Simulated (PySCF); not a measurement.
A run for PySCF: R-BP86/LANL2DZ on Cs2, 2S+1 = 1, a spin state set in the input, which need not be the lowest, a point of a bond scan (R = 4.908 Å).

```python
from pyscf import gto, scf, dft, mp
from pyscf.data.elements import chemcore

mol = gto.M(
    atom='''
    Cs    0.00000000    0.00000000    0.00000000
    Cs    0.00000000    0.00000000    4.90822800
    ''',
    basis='lanl2dz',
    ecp={'Cs': 'lanl2dz'},
    charge=0, spin=0, verbose=3, max_memory=1800)
mf = dft.RKS(mol, xc='b88,p86')
mf.conv_tol = 1e-8
mf.max_cycle = 100
mf.kernel()
if not mf.converged:
    mf = mf.newton().run(mf.mo_coeff, mf.mo_occ)
```

It printed:

```
converged SCF energy = -39.8287549035525
```

Self-consistency was reached.

Cost: roughly 0.4 core-seconds.
